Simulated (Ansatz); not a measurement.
`F[C]1=[CH][AlH]1` and `BS[C]1=[CH][AlH]1` differ in one atom or group.

Ansatz, PBE0-D4/def2-TZVP geometries, multiplicity 1. Each molecule was computed in one conformer, which needn't be the lowest.

| property | `F[C]1=[CH][AlH]1` |
| --- | --- |
| HOMO–LUMO gap (B3LYP/def2-TZVPP) / eV | 5.96 |
| HOMO–LUMO gap (PBE/def2-TZVPP) / eV | 4.34 |
| HOMO energy (ωB97M-V/def2-TZVPP) / eV | -9.55 |
| LUMO energy (B3LYP/def2-TZVPP) / eV | -1.19 |
| HOMO–LUMO gap (ωB97M-V/def2-TZVPP) / eV | 10.17 |
| LUMO energy (PBE0/def2-TZVPP) / eV | -0.98 |

Q: What does the change do to each property? (Estimate.)

A: Ansatz gave: 
| property | `BS[C]1=[CH][AlH]1` | shift |
| --- | --- | --- |
| HOMO–LUMO gap (B3LYP/def2-TZVPP) / eV | 4.98 | -0.98 |
| HOMO–LUMO gap (PBE/def2-TZVPP) / eV | 3.37 | -0.97 |
| HOMO energy (ωB97M-V/def2-TZVPP) / eV | -8.90 | 0.65 |
| LUMO energy (B3LYP/def2-TZVPP) / eV | -1.63 | -0.44 |
| HOMO–LUMO gap (ωB97M-V/def2-TZVPP) / eV | 9.20 | -0.97 |
| LUMO energy (PBE0/def2-TZVPP) / eV | -1.45 | -0.47 |

With PBE0 the HOMO rises by 0.54 eV and the LUMO falls by 0.47 eV, so the gap narrows by about 1.01 eV. PBE moves the HOMO by 0.35 eV and ωB97M-V by 0.65 eV. The zero-point energy changes by 54.8 kJ/mol with +9 modes.

B3LYP here is the variant with VWN-RPA as its local correlation; programs differ in this.
